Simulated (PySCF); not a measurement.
**[Eu(NH)(H2O)]+: from a saddle point downhill**

PySCF 2.14.0, RKS PBE, Eu lcecp-1-SVP with ECP52, N def2-SVP, H def2-SVP, O def2-SVP; non-relativistic Hamiltonian with scalar-relativistic core potentials where named; density fitting; no spin-orbit coupling. Relaxed within the symmetry of its start, the geometry (Cs) is

```xyz
6

Eu    0.0873    0.0000   -0.2554
N     1.4254    0.0000    1.0908
H     2.1147    0.0000    1.8560
O    -1.9399    0.0000    1.1545
H    -2.1872    0.7705    1.7081
H    -2.1872   -0.7705    1.7081
```

and its lowest harmonic modes are -246, 111, 292, 406, 478, 598 cm⁻¹ (negative: unstable). It was moved along the lowest mode and relaxed again.

Task: Where does it end, and how much lower?

Result: In Cs, 0.180 eV lower, after 24 steps:
```xyz
6

Eu    0.0850    0.3584   -0.2510
N     1.3188   -0.1157    1.1134
H     2.0069   -0.3700    1.8366
O    -1.7915    0.1232    1.2199
H    -2.7663    0.2080    1.2128
H    -1.5397   -0.1364    2.1305
```

Task: How do the contacts change?

Result: 
| contact | saddle (Å) | end (Å) |
| --- | --- | --- |
| Eu1–N2 (NH) | 1.898 | 1.900 |
| Eu1–O4 (H2O) | 2.469 | 2.396 |


Task: Is the end a minimum?

Result: Yes; lowest modes 124, 318, 323, 425, 456, 613 cm⁻¹.

An lcecp potential fixes the number of 4f electrons, so in runs with it no electron can move into or out of that shell.

State: singlet in the valence, with the 4f electrons in the core potential.
